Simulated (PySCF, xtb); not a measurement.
Nb(Me)5 (C₅H₁₅Nb), SMILES [CH3][Nb]([CH3])([CH3])([CH3])[CH3], multiplicity 1.

GFN2-xTB (xtb) at its own geometry gives an orbital gap of 1.61 eV and a dipole moment of 1.49 D.

The structure is a stationary point at B3LYP-D3(BJ)/def2-SVP. The spin state was assumed, not searched. The def2 effective core potentials stand for the cores of Nb; spin–orbit coupling is left out.

What does M06-2X/def2-TZVP (PySCF) give? (Estimate from the structure and the level; the computed values follow.)

gap 7.40 eV (levels -8.30 and -0.90 eV), dipole 1.24 D.
